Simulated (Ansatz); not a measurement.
`F[Si](F)(S)Cl` → F₂ + `S[Si]Cl` at 500 K and 1 bar (silylene formation by 1,1-elimination).

Isolated molecules relaxed with PBE0-D4/def2-TZVP in Ansatz; ΔE leaves out vibrations. CCSD(T)/CBS is the MP2 limit (def2-TZVPP, def2-QZVPP) plus CCSD(T) − MP2 in def2-TZVPP, frozen cores. This one scheme is used for every species. Each species was taken in one conformer, which may not be the lowest.

```tsv
species	CCSD(T)/CBS energy (Eh)	H − E (kJ/mol)	S (J/(mol·K))
`F[Si](F)(S)Cl`	-1347.04322	87.4	396.0
F₂	-199.39789	21.7	218.2
`S[Si]Cl`	-1147.27659	57.0	327.1
```

H − E and S are ideal-gas, rigid-rotor, harmonic terms from PBE0-D4/def2-TZVP, for one conformer and one mirror image of each species. 1 Eh = 2625.50 kJ/mol, R = 8.31446 J/(mol·K).

Question: By hand: ΔE, ΔH, ΔS and ΔG.

Answer: ΔE = (-199.39789) + (-1147.27659) − (-1347.04322) = 0.36874 Eh = 968.1 kJ/mol. Δ(H − E) = 21.7 + 57.0 − 87.4 = -8.7, so ΔH = 959.4 kJ/mol. ΔS = 218.2 + 327.1 − 396.0 = 149.3 J/(mol·K). ΔG = 959.4 − 500 × (149.3)/1000 = 884.8 kJ/mol.

Question: By hand: the equilibrium constant, and the temperature at which ΔG would vanish if ΔH and ΔS stayed fixed.

Answer: log₁₀ K = −ΔG/(RT ln 10) = -92.4. ΔG = 0 at ΔH/ΔS = 6426 K, far beyond where these terms or the molecules hold.

The number of gas molecules changes by +1, which sets the sign of ΔS. A doubt of 5 kJ/mol in ΔE shifts log₁₀ K by 0.5 here. Other conformers and mirror images would add mixing entropy, several J/(mol·K) or more a flexible species. These are equilibria of isolated gas molecules and say nothing of rates. Largest T1 diagnostic: 0.014 (customary marks: 0.02 for closed shells, 0.045 for open ones).
